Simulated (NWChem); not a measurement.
# Correlation energy of diiodomethane (CH₂I₂)

```xyz
5

I      1.8391     0.0000     0.0908
C      0.0000     0.0000    -1.0490
I     -1.8391     0.0000     0.0908
H      0.0000     0.9046    -1.6634
H      0.0000    -0.9046    -1.6634
```
Charge 0, spin multiplicity 1.

Program: NWChem. All single points use one geometry, from B3LYP/def2-SVP with def2 effective core potentials on I, a minimum by its harmonic frequencies.

Basis set: def2-SVP. Each correlation energy counts from its own Hartree-Fock reference.

Effective core potentials replace the inner electrons of I; spin-orbit coupling is left out. The correlated methods keep 9 core orbitals frozen. Coupled-cluster values serve here as a point of comparison, not as the truth.

Q: For the correlation energy, SCS-MP2 gives -369.7 mHa and MP2 gives -385.1 mHa. What do CCSD(T), CR-CCSD[T], CR-CCSD(T) give?

A: CCSD(T): -422.2 mHa; CR-CCSD[T]: -419.7 mHa; CR-CCSD(T): -419.3 mHa.
